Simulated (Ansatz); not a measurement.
Species: C4H5SSi, net charge 0, doublet state. SMILES: c1([c]ccs1)[SiH3]
Geometry: optimised at B3LYP-D3(BJ)/def2-TZVP (Ansatz, a quantum-chemistry and plane-wave program).

Wanted: atomisation energy, in kcal/mol. Set-up: atomisation electronic, to ground-state atoms; dispersion terms only where a functional's name holds one; spin-orbit terms left out; six Cartesian d functions in 6-31G* and its kin unless marked 5d; UHF or UKS for open shells; non-relativistic. First-principles rows: single points at B3LYP-D3(BJ) geometries (Ansatz).

```json
[
 {"species": "[SiH3]c1[c]ccs1", "coefficient": "-1", "E at PBE/6-31G* (Ansatz), Eh": "-842.45270", "E at PBE0/def2-TZVPD (Ansatz), Eh": "-842.64805"},
 {"species": "C atom", "coefficient": "+4", "E at PBE/6-31G* (Ansatz), Eh": "-37.78288", "E at PBE0/def2-TZVPD (Ansatz), Eh": "-37.80543"},
 {"species": "H atom", "coefficient": "+5", "E at PBE/6-31G* (Ansatz), Eh": "-0.49743", "E at PBE0/def2-TZVPD (Ansatz), Eh": "-0.50104"},
 {"species": "S atom", "coefficient": "+1", "E at PBE/6-31G* (Ansatz), Eh": "-397.91041", "E at PBE0/def2-TZVPD (Ansatz), Eh": "-397.97420"},
 {"species": "Si atom", "coefficient": "+1", "E at PBE/6-31G* (Ansatz), Eh": "-289.20204", "E at PBE0/def2-TZVPD (Ansatz), Eh": "-289.24952"}
]
```

 1 Eh = 627.5095 kcal/mol.

Q: Work the quantity out at each level.

A: 
- PBE/6-31G*: the sum of coefficient times E is 1.72158 Eh, or 1080.31 kcal/mol. Result: 1080.3 kcal/mol.
- PBE0/def2-TZVPD: the sum of coefficient times E is 1.69741 Eh, or 1065.14 kcal/mol. Result: 1065.1 kcal/mol.
